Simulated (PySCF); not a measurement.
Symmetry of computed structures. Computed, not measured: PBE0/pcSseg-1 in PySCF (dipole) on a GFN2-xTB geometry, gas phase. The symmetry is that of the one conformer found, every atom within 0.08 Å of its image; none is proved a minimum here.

(1) What symmetry has `[NH2:1][Si@:2]1([O:3][SiH3:4])[CH2:5][CH2:6][SiH2:7][NH:8]1` with H–N1–Si2–O3 -34° and -172°, N1–Si2–O3–Si4 -72°, N1–Si2–C5–C6 -94°, Si2–C5–C6–Si7 -37°, C5–C6–Si7–N8 28°, C6–Si7–N8–Si2 -7°?

(2) What symmetry has `[CH3:1][S:2][CH2:3][C:4]([F:5])([F:6])[F:7]` with C1–S2–C3–C4 -81°?

(3) Point group, rotor type and polarity of `[CH3:1]/[CH:2]=[CH:3]\[Si@@H:4]1[CH2:5][NH:6][CH2:7][SiH2:8][NH:9]1` with C2–C3–Si4–C5 -175°, C3–Si4–C5–N6 -162°, Si4–C5–N6–C7 68°, C5–N6–C7–Si8 -66°, N6–C7–Si8–N9 39°?

## Answers

(1) C1; near-prolate asymmetric top; symmetry number 1; this conformer is chiral (no improper operation); dipole 0.92 D.

(2) C1; near-prolate asymmetric top; symmetry number 1; this conformer is chiral (no improper operation); dipole 2.28 D; A, B, C = 3905, 1381, 1277 MHz.

(3) C1; asymmetric top; symmetry number 1; this conformer is chiral (no improper operation); dipole 1.82 D; A, B, C = 2168, 694.9, 568.9 MHz.
